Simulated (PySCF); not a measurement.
CH7ClFNSi2, SMILES N(C)[SiH2][Si@H](Cl)F.

Geometry optimised at B3LYP-D3(BJ)/def2-SVP. The structure was generated by enumeration; whether it is a known compound was not checked. One conformer was computed; it need not be the lowest.

All values below come from B3LYP-D3(BJ)/def2-SVP in PySCF.

Frequencies are harmonic and unscaled.

**Question.** Give all harmonic wavenumbers and intensities. (The exact figures need the calculation; the answer reports its results.)

**Answer.** 
```json
[
 {"mode": "1", "ν (cm⁻¹)": "29", "IR (km/mol)": "0.6", "moving atoms (share of kinetic energy)": "Si 26 %, H 23 %, F 19 %, Cl 14 %, C 12 %"},
 {"mode": "2", "ν (cm⁻¹)": "44", "IR (km/mol)": "0.7", "moving atoms (share of kinetic energy)": "C 32 %, H 27 %, Cl 17 %, N 11 %"},
 {"mode": "3", "ν (cm⁻¹)": "85", "IR (km/mol)": "0.9", "moving atoms (share of kinetic energy)": "H 31 %, N 26 %, Si 12 %, F 11 %, Cl 10 %, C 10 %"},
 {"mode": "4", "ν (cm⁻¹)": "123", "IR (km/mol)": "3.7", "moving atoms (share of kinetic energy)": "H 57 %, Cl 14 %, N 13 %, Si 12 %"},
 {"mode": "5", "ν (cm⁻¹)": "158", "IR (km/mol)": "4.7", "moving atoms (share of kinetic energy)": "H 41 %, Si 38 %, Cl 13 %"},
 {"mode": "6", "ν (cm⁻¹)": "194", "IR (km/mol)": "4.5", "moving atoms (share of kinetic energy)": "F 53 %, Si 21 %, N 9 %"},
 {"mode": "7", "ν (cm⁻¹)": "253", "IR (km/mol)": "9.2", "moving atoms (share of kinetic energy)": "F 41 %, Si 31 %, Cl 19 %"},
 {"mode": "8", "ν (cm⁻¹)": "276", "IR (km/mol)": "9.3", "moving atoms (share of kinetic energy)": "H 28 %, C 25 %, N 25 %, Si 15 %"},
 {"mode": "9", "ν (cm⁻¹)": "418", "IR (km/mol)": "93.3", "moving atoms (share of kinetic energy)": "H 59 %, Si 24 %, N 11 %"},
 {"mode": "10", "ν (cm⁻¹)": "436", "IR (km/mol)": "9.3", "moving atoms (share of kinetic energy)": "H 51 %, Si 35 %, Cl 9 %"},
 {"mode": "11", "ν (cm⁻¹)": "525", "IR (km/mol)": "20.0", "moving atoms (share of kinetic energy)": "H 63 %, Si 33 %"},
 {"mode": "12", "ν (cm⁻¹)": "561", "IR (km/mol)": "75.1", "moving atoms (share of kinetic energy)": "Si 56 %, Cl 32 %, H 10 %"},
 {"mode": "13", "ν (cm⁻¹)": "700", "IR (km/mol)": "27.2", "moving atoms (share of kinetic energy)": "H 78 %, Si 12 %"},
 {"mode": "14", "ν (cm⁻¹)": "768", "IR (km/mol)": "219.5", "moving atoms (share of kinetic energy)": "H 54 %, Si 21 %, N 19 %"},
 {"mode": "15", "ν (cm⁻¹)": "790", "IR (km/mol)": "212.6", "moving atoms (share of kinetic energy)": "H 64 %, N 18 %, Si 14 %"},
 {"mode": "16", "ν (cm⁻¹)": "820", "IR (km/mol)": "41.4", "moving atoms (share of kinetic energy)": "H 84 %, F 11 %"},
 {"mode": "17", "ν (cm⁻¹)": "853", "IR (km/mol)": "129.5", "moving atoms (share of kinetic energy)": "H 60 %, Si 20 %, F 19 %"},
 {"mode": "18", "ν (cm⁻¹)": "908", "IR (km/mol)": "56.7", "moving atoms (share of kinetic energy)": "Si 39 %, H 31 %, F 30 %"},
 {"mode": "19", "ν (cm⁻¹)": "968", "IR (km/mol)": "104.9", "moving atoms (share of kinetic energy)": "H 95 %"},
 {"mode": "20", "ν (cm⁻¹)": "1101", "IR (km/mol)": "13.1", "moving atoms (share of kinetic energy)": "H 82 %, C 12 %"},
 {"mode": "21", "ν (cm⁻¹)": "1138", "IR (km/mol)": "4.4", "moving atoms (share of kinetic energy)": "H 76 %, C 18 %"},
 {"mode": "22", "ν (cm⁻¹)": "1146", "IR (km/mol)": "141.3", "moving atoms (share of kinetic energy)": "N 46 %, C 35 %, H 17 %"},
 {"mode": "23", "ν (cm⁻¹)": "1402", "IR (km/mol)": "45.4", "moving atoms (share of kinetic energy)": "H 70 %, N 20 %, C 9 %"},
 {"mode": "24", "ν (cm⁻¹)": "1451", "IR (km/mol)": "13.4", "moving atoms (share of kinetic energy)": "H 88 %, C 12 %"},
 {"mode": "25", "ν (cm⁻¹)": "1467", "IR (km/mol)": "10.5", "moving atoms (share of kinetic energy)": "H 95 %"},
 {"mode": "26", "ν (cm⁻¹)": "1496", "IR (km/mol)": "5.8", "moving atoms (share of kinetic energy)": "H 96 %"},
 {"mode": "27", "ν (cm⁻¹)": "2150", "IR (km/mol)": "171.1", "moving atoms (share of kinetic energy)": "H 97 %"},
 {"mode": "28", "ν (cm⁻¹)": "2224", "IR (km/mol)": "49.8", "moving atoms (share of kinetic energy)": "H 97 %"},
 {"mode": "29", "ν (cm⁻¹)": "2227", "IR (km/mol)": "159.3", "moving atoms (share of kinetic energy)": "H 97 %"},
 {"mode": "30", "ν (cm⁻¹)": "2979", "IR (km/mol)": "99.5", "moving atoms (share of kinetic energy)": "H 96 %"},
 {"mode": "31", "ν (cm⁻¹)": "3056", "IR (km/mol)": "35.0", "moving atoms (share of kinetic energy)": "H 92 %, C 8 %"},
 {"mode": "32", "ν (cm⁻¹)": "3102", "IR (km/mol)": "17.6", "moving atoms (share of kinetic energy)": "H 91 %, C 9 %"},
 {"mode": "33", "ν (cm⁻¹)": "3585", "IR (km/mol)": "16.4", "moving atoms (share of kinetic energy)": "H 93 %"}
]
```
